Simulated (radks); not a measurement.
All-electron atom: Rh III in [Kr] 4d7.

All-electron calculation, scalar-relativistic Kohn-Sham, LDA (Slater exchange, Perdew-Wang correlation), spin-polarised, spherical densities, finite nucleus; open shells are filled with parallel spins first (spin-orbit coupling, left out, can overturn this in heavy ions); Fermi nuclear charge, rms radius 4.4945 fm. Program: a radial shooting solver on a logarithmic mesh with Libxc functionals.

Energy parts (eV):
part                       energy
total                 -130028.487
kinetic                134623.917
electron-nucleus      -313088.215
Hartree                 52062.400
exchange-correlation    -3626.590

Orbitals (lengths in bohr, moments of r in powers of bohr; r(max) is where P^2 peaks):
orbital,occ.,eigenvalue (eV),<1/r>,<r^2>,<r>,r(max)
1s up,1,-23029.17,47.00,0.001441,0.03266,0.02120
1s down,1,-23029.17,47.00,0.001441,0.03266,0.02120
2s up,1,-3357.816,10.64,0.02379,0.1421,0.1199
2s down,1,-3357.340,10.64,0.02379,0.1421,0.1199
2p up,3,-3013.622,10.31,0.01871,0.1238,0.09578
2p down,3,-3013.247,10.31,0.01871,0.1238,0.09577
3s up,1,-616.9372,3.704,0.1754,0.3914,0.3519
3s down,1,-616.6010,3.704,0.1753,0.3914,0.3519
3p up,3,-503.7991,3.531,0.1778,0.3911,0.3449
3p down,3,-503.4335,3.531,0.1777,0.3910,0.3449
3d up,5,-322.3078,3.306,0.1643,0.3707,0.2909
3d down,5,-321.8212,3.306,0.1641,0.3706,0.2910
4s up,1,-104.3771,1.408,1.083,0.9774,0.8802
4s down,1,-102.3776,1.411,1.080,0.9758,0.8785
4p up,3,-72.2586,1.261,1.323,1.074,0.9422
4p down,3,-70.1936,1.263,1.322,1.074,0.9402
4d up,5,-26.8328,0.9280,2.470,1.439,1.130
4d down,2,-24.8559,0.9197,2.553,1.459,1.130

The highest occupied level is 4d down at -24.856 eV. The spin density at the nucleus is -2.097 e/bohr^3 (1s -0.092, 2s -0.740, 3s 0.013, 4s -1.278). Spin moment in Bohr magnetons: 3. Summed over all electrons, <r^2> = 30.77 bohr^2, which gives a Langevin (diamagnetic) susceptibility term of -24.4 x 10^-6 cm^3/mol. The density falls to 0.001 e/bohr^3 at r = 3.42 bohr.
